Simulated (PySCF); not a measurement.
**From a computed spectrum to the compound**

A species of 7 atoms with charge 1 has these harmonic modes (PBE0, small Gaussian bases with core potentials, PySCF 2.14.0):

```json
{"cm⁻¹": "17", "km/mol": "0.3", "symmetry": "a''"}
{"cm⁻¹": "85", "km/mol": "27.2", "symmetry": "a'"}
{"cm⁻¹": "114", "km/mol": "7.8", "symmetry": "a''"}
{"cm⁻¹": "129", "km/mol": "3.4", "symmetry": "a'"}
{"cm⁻¹": "144", "km/mol": "19.4", "symmetry": "a''"}
{"cm⁻¹": "148", "km/mol": "39.7", "symmetry": "a'"}
{"cm⁻¹": "208", "km/mol": "291.7", "symmetry": "a'"}
{"cm⁻¹": "386", "km/mol": "13.6", "symmetry": "a'"}
{"cm⁻¹": "600", "km/mol": "2.5", "symmetry": "a'"}
{"cm⁻¹": "627", "km/mol": "14.8", "symmetry": "a''"}
{"cm⁻¹": "640", "km/mol": "35.9", "symmetry": "a'"}
{"cm⁻¹": "649", "km/mol": "71.8", "symmetry": "a''"}
{"cm⁻¹": "1591", "km/mol": "66.7", "symmetry": "a'"}
{"cm⁻¹": "3749", "km/mol": "309.9", "symmetry": "a'"}
{"cm⁻¹": "3844", "km/mol": "334.3", "symmetry": "a''"}
```

Q: Which species is it, and in which structure?

A: [PbF3(H2O)]+ (singlet):
```xyz
7

Pb    0.0610   -0.0614    0.0614
F     0.9304    1.4786    0.9581
F    -1.3196   -1.0649    1.0649
F     0.9304   -0.9581   -1.4786
O    -1.2521    1.2422   -1.2422
H    -1.4587    2.1734   -1.0509
H    -1.4587    1.0509   -2.1734
```
Ideal gas at 298.15 K and 1 bar: S = 407.9 J/(mol K), Cp = 112.3 J/(mol K), H − H(0 K) = 25.2 kJ/mol (rigid rotor, harmonic modes, spin degeneracy alone; the modes under 60 cm⁻¹ make these uncertain). 
 The answer isn't unique; the calculation gave this one.
